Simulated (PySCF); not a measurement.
**Mayer bond orders and bond lengths**

C5H8O5.
Numbering: `[CH3:1][O:2][C:3]1([O:4][CH3:5])[CH2:6][O:7][C:8](=[O:9])[O:10]1` (hydrogens: H11, H12, H13 on C1; H14, H15, H16 on C5; H17, H18 on C6)

Structure used (GFN2-xTB), in Å, numbered top down from 1:
```xyz
18
C5H8O5 angstrom
C      1.766   -0.893   -0.776
O      1.221   -0.438    0.461
C     -0.043    0.115    0.473
O     -1.095   -0.775    0.416
C     -1.350   -1.455   -0.812
C     -0.191    0.923    1.788
O     -0.391    2.248    1.361
C     -0.374    2.329    0.026
O     -0.515    3.321   -0.601
O     -0.170    1.111   -0.530
H      2.846   -0.853   -0.642
H      1.474   -0.238   -1.597
H      1.463   -1.921   -0.986
H     -2.402   -1.732   -0.770
H     -0.739   -2.358   -0.891
H     -1.174   -0.801   -1.666
H      0.721    0.851    2.383
H     -1.057    0.573    2.353
```

Bond orders from the PBE0/pcSseg-1 density (PySCF). The structure is a single GFN2-xTB conformer in the gas phase; no vibrational or solvent corrections.

(1) How far do the computed orders between heavy atoms stray from the drawn ones?

(2) Give the Mayer order of every bond between heavy atoms, beside its length.

Answers

(1) The largest departure is 0.125, at C6–O7 (drawn single, 0.875). Drawn single, order below 0.88: C6–O7 (0.875).

(2) 
```tsv
bond	drawn as	length (Å)	Mayer order
C1–O2	single	1.427	0.882
O2–C3	single	1.380	1.011
C3–O4	single	1.379	1.018
O4–C5	single	1.426	0.881
C3–C6	single	1.550	0.992
C6–O7	single	1.407	0.875
O7–C8	single	1.337	1.080
C8–O9	double	1.182	2.065
C8–O10	single	1.355	1.029
O10–C3	single	1.420	0.887
```

Bonds between the same two heavy elements. C–O: lowest C6–O7 (0.875, 1.407 Å), highest C8–O9 (2.065, 1.182 Å).

Problem. And the bonds to hydrogen?

Solution. C–H: 0.94 to 0.97 (8 bonds).

Problem. Sum the orders of all bonds at each heavy atom with more than one neighbour and set the sums beside the valence in the SMILES.

Solution. C1 3.769 (drawn 4), O2 1.893 (drawn 2), C3 3.908 (drawn 4), O4 1.899 (drawn 2), C5 3.768 (drawn 4), C6 3.750 (drawn 4), O7 1.955 (drawn 2), C8 4.174 (drawn 4), O10 1.916 (drawn 2). Orders between atoms that aren't bonded are not in these sums.

Mayer orders depend on the basis set.
